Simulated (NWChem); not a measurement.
All runs are NWChem calculations. System: H6BP, charge 0, spin multiplicity 1, at a geometry optimised with B3LYP/def2-SVP. The structure started from a generated list of species. Level: MP2/def2-TZVP, 6 core orbitals frozen.

The NWChem input:

```
start mol
memory heap 200 mb stack 900 mb global 1100 mb
geometry units angstroms nocenter noautoz
  B     -0.859792     1.096687     0.000000
  H     -0.569331     1.686608     1.026238
  H     -0.569331     1.686608    -1.026238
  H     -1.968347     0.590093     0.000000
  P      0.342594    -0.437011     0.000000
  H      1.739077    -0.192748     0.000000
  H      0.263993    -1.349413    -1.082218
  H      0.263993    -1.349413     1.082218
  symmetry group Cs
end
basis spherical
  * library def2-tzvp
end
scf
  rhf
  nopen 0
  maxiter 100
  thresh 1e-7
  semidirect memsize 60000000 filesize 0
end
mp2
  freeze core 6
end
task mp2 energy
```

Output (cleaned and shortened):

```
             Northwest Computational Chemistry Package (NWChem) 7.3.0
             --------------------------------------------------------

                                NWChem Input Module
                                -------------------

 Scaling coordinates for geometry "geometry" by  1.889725989
 (inverse scale =  0.529177249)

 Turning off AUTOSYM since
 SYMMETRY directive was detected!

                             Geometry "geometry" -> ""
                             -------------------------

 Output coordinates in angstroms (scale by  1.889725989 to convert to a.u.)

  No.       Tag          Charge          X              Y              Z
 ---- ---------------- ---------- -------------- -------------- --------------
    1 B                    5.0000    -0.85979200     1.09668700     0.00000000
    2 H                    1.0000    -0.56933100     1.68660800     1.02623800
    3 H                    1.0000    -0.56933100     1.68660800    -1.02623800
    4 H                    1.0000    -1.96834700     0.59009300     0.00000000
    5 P                   15.0000     0.34259400    -0.43701100     0.00000000
    6 H                    1.0000     1.73907700    -0.19274800     0.00000000
    7 H                    1.0000     0.26399300    -1.34941300    -1.08221800
    8 H                    1.0000     0.26399300    -1.34941300     1.08221800

 Effective nuclear repulsion energy (a.u.)      58.7615924541

            Nuclear Dipole moment (a.u.)
            ----------------------------
        X                 Y               Z
 ---------------- ---------------- ----------------
     0.0000075589     0.0000094486     0.0000000000

      Symmetry information
      --------------------

 Group name             Cs
 Group number              2
 Group order               2
 No. of unique centers     6

      Symmetry unique atoms

     1    2    4    5    6    7


 Summary of "ao basis" -> "" (spherical)
 ------------------------------------------------------------------------------
       Tag                 Description            Shells   Functions and Types
[...]
     1   1 0 0      1.059878      0.000000      0.000008
     1   0 1 0     -1.351938      0.000000      0.000009
     1   0 0 1      0.000000      0.000000      0.000000

     2   2 0 0    -18.838565      0.000000     46.935248
     2   1 1 0      1.511324      0.000000    -39.603220
     2   1 0 1     -0.000000      0.000000      0.000000
     2   0 2 0    -19.581462      0.000000     66.403143
     2   0 1 1     -0.000000      0.000000      0.000000
     2   0 0 2    -17.653848      0.000000     15.886667

                   NWChem MP2 Semi-direct Energy/Gradient Module
                   ---------------------------------------------

  Basis functions       =    104
  Molecular orbitals    =    104
  Frozen core           =      6
  Frozen virtuals       =      0
  Active alpha occupied =      7
  Active beta occupied  =      7
  Active alpha virtual  =     91
  Active beta virtual   =     91
  Use MO symmetry       = T
  Use skeleton AO sym   = T

  AO/Fock/Back tols     =   1.0D-09  1.0D-09  1.0D-09

 GA uses MA = F    GA memory limited = T

 Available:
  local mem=  1.26D+08
 global mem=  1.44D+08
 local disk=  0.00D+00
  mp2_memr nvloc                    91
  nvloc new                    91
   1 passes of   7:        5242880                      53901                  11765870.
   1 passes of   7: M    126149341           G      144157568           F     120906461.

 Semi-direct pass number   1 of   1  for RHF alpha+beta  at        1.4s
  vrange nnbf                  5424
  mp2_eaftype                    44  avail_ma_in_mb                  1099
 EAF : mp2_eaftype filesize          44    5882935.
  mp2_eaf for mointskh                     44
Node 0 wrote     27.6 Mb in      0.0 s     Agg I/O rate:  6485.9 Mb/s
 Done moints_semi at        3.5s
  mp2_eaftype                    44  avail_ma_in_mb                  1055
 EAF : mp2_eaftype filesize          44    5882935.
  mp2_eaf for kh                    44
 Done maket at        3.6s
 Done multipass loop at        3.6s

          -------------------------------------------
          SCF energy                -368.901384901344
          Correlation energy          -0.287974143959
          Singlet pairs               -0.213706687903
          Triplet pairs               -0.074267456055
          Total MP2 energy          -369.189359045303
          -------------------------------------------

          ---------------------------------------------------
                    Spin Component Scaled (SCS) MP2
          Same spin pairs                     -0.049511637370
          Same spin scaling factor             0.333333333333
          Opposite spin pairs                 -0.238462506589
          Opposite spin scaling fact.          1.200000000000
          SCS-MP2 correlation energy          -0.302658887030
          Total SCS-MP2 energy              -369.204043788374
          ---------------------------------------------------

 -----------------------
 Performance information
 -----------------------

 Timer overhead =  1.43D-07 seconds/call

               Nr. of calls         CPU time (s)                 Wall time (s)                GFlops
             ---------------    -------------------     ------------------------------   -------------------
Name         Min   Avg   Max    Min     Avg     Max     Min     Avg     Max   Mx/calls   Min     Max     Sum
mp2: moin     1     1     1    2.1     2.1     2.1      2.1     2.1     2.1     2.1      0.0     0.0     0.0
mp2: make     1     1     1   7.46E-2 7.46E-2 7.46E-2  7.46E-2 7.46E-2 7.46E-2 7.46E-2   0.0     0.0     0.0
mp2: tota     1     1     1    2.2     2.2     2.2      2.2     2.2     2.2     2.2      0.0     0.0     0.0

 The average no. of pstat calls per process was 3.00D+00
 with a timing overhead of 4.30D-07s

 Task  times  cpu:        3.6s     wall:        3.6s

 Total times  cpu:        3.6s     wall:        3.6s
```
